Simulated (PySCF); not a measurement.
An unknown is described by computed data only.

Formula: C5H3F2O; charge +1.

| Property | Result |
| --- | --- |
| Couplings | largest of the computed one-bond spin–spin couplings (means over like bonds): 19F–13C -362.0, 19F–13C -339.7, 13C–1H +294.4, 13C–1H +227.7, 13C–13C +220.3, 13C–1H +164.1, 13C–13C +76.0, 13C–13C +72.2 Hz [B3LYP/pcJ-1, spin–dipole term left out for some pairs] |
| 13C NMR | chemical shifts (computed TMS as zero) by class: 156.9 (1 C), 121.9 (1 C), 108.5 (1 C), 57.7 (1 C), 28.2 (1 C) ppm [GIAO PBE0/pcSseg-1] |
| UV, strongest line | among the 6 lowest singlet transitions: S4 at 4.79 eV (259 nm, f = 0.072) [TDDFT PBE0/def2-SVPD] |
| Rotational structure | rotational constants A, B, C: 2.483, 1.835, 1.103 GHz [GFN2-xTB] |
| UV, first state | lowest singlet excitation: 4.16 eV (298 nm, f = 0.005) [TDDFT PBE0/def2-SVPD] |
| NMR, other nuclei | isotropic shieldings of nuclei other than C and H, by class: -37 (1 O), 267 (1 F), 271 (1 F) ppm [GIAO PBE0/pcSseg-1] |

Gas-phase values; electronic properties from PySCF, density fitting. Levels stand in brackets. Isolated species at its GFN2-xTB geometry (one conformer only). Each NMR value is the plain mean over a class of atoms that symmetry, rotation or inversion makes alike.

Q: Propose a structure and show how it fits.

A: Numbering: `[CH:1]#[C:2][C@H:3]([C:4]#[O+:5])[CH:6]([F:7])[F:8]`. 5 carbons fall into 5 classes; from least to most shielded: triply bonded carbon [C4] (156.9 ppm), CHF2 carbon [C6] (121.9 ppm), terminal alkyne carbon [C1] (108.5 ppm), alkyne carbon [C2] (57.7 ppm), propargylic carbon [C3] (28.2 ppm). The other shieldings belong to: -37 ppm, oxygen bonded to C [O5]; 267 ppm, fluorine of a CF2 group [F8]; 271 ppm, fluorine of a CF2 group [F7]. The couplings run between: -362.0 Hz, fluorine of a CF2 group [F7] and CHF2 carbon [C6]; -339.7 Hz, fluorine of a CF2 group [F8] and CHF2 carbon [C6]; +294.4 Hz, terminal alkyne carbon [C1] and its hydrogen; +227.7 Hz, CHF2 carbon [C6] and its hydrogen; +220.3 Hz, terminal alkyne carbon [C1] and alkyne carbon [C2]; +164.1 Hz, propargylic carbon [C3] and its hydrogen; +76.0 Hz, alkyne carbon [C2] and propargylic carbon [C3]; +72.2 Hz, propargylic carbon [C3] and triply bonded carbon [C4]. The optimised geometry has point group C1 and is an asymmetric top. Structure: `C#C[C@H](C#[O+])C(F)F`. The assignments are read from this structure; whether some other isomer fits the data as well wasn't checked. The mirror image fits equally.

The values belong to the conformer `[CH:1]#[C:2][C@H:3]([C:4]#[O+:5])[CH:6]([F:7])[F:8]`: C2–C3–C6–F7 -74°.
